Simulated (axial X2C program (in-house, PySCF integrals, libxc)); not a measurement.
Potential curves of SrCl, with spin–orbit coupling

All values were computed with an in-house all-electron X2C program for linear molecules (integrals from PySCF). Two-component (2c) means X2C with spin–orbit coupling and atomic mean-field two-electron Coulomb and Gaunt terms. Basis: Sr dyall-v3z [13s12p8d3f], Cl dyall-v3z [8s7p2d1f] (cores contracted in-house); Gaussian nuclei, density fitting, unrestricted open shells. Masses: Sr 87.906 u, Cl 34.969 u.

State: Ω = 1/2 (⟨Sz⟩ = 0.50, ⟨Lz⟩ = 0.00 at PW91). Energies in eV from the fragments at the same level (Sr + Cl). Fits are polynomials in 1 − R0/R over 0.85 to 1.23 times the lowest point R0.

```csv
R (Å),PW91,PBE0,B3LYP
2.2394,-3.7256,-3.6534,-3.3474
2.3423,-4.1301,-4.0681,-3.7927
2.4196,-4.3005,-4.2433,-3.9881
2.4968,-4.3859,-4.3316,-4.0946
2.5740,-4.4070,-4.3540,-4.1334
2.6641,-4.3718,-4.3187,-4.1151
2.7542,-4.2902,-4.2357,-4.0473
2.8700,-4.1405,-4.0827,-3.9114
3.0116,-3.9173,-3.8538,-3.7003
3.2175,-3.5614,-3.4873,-3.3552
```

The state is one determinant whose occupation by symmetry is held fixed; it was picked as the lowest of a PBE0 search that is not exhaustive. Dissociation energies refer to the lowest single-determinant-based atoms at the same level and basis. Density functionals use the spin component along the axis (collinear). In 2c an atomic determinant is not the ground J level, so De misses part of the atomic spin–orbit lowering. This holds for PW91, PBE0, B3LYP. Without a current term, density functionals place determinants with orbital angular momentum somewhat too high.

Problem. What are Re, ωe and De at the PW91 level?

Solution. At PW91, 2c: Re = 2.566 Å, ωe ≈ 300 cm⁻¹, De = 4.41 eV to Sr + Cl; Be follows as 0.102 cm⁻¹.

Problem. Fit the PBE0 curve near its minimum: give the equilibrium distance, the harmonic wavenumber and the well depth.

Solution. At PBE0, 2c: Re = 2.567 Å, ωe ≈ 303 cm⁻¹, De = 4.35 eV to Sr + Cl; Be follows as 0.102 cm⁻¹.

Problem. What are Re, ωe and De at the B3LYP level?

Solution. At B3LYP, 2c: Re = 2.591 Å, ωe ≈ 295 cm⁻¹, De = 4.13 eV to Sr + Cl; Be follows as 0.1 cm⁻¹.
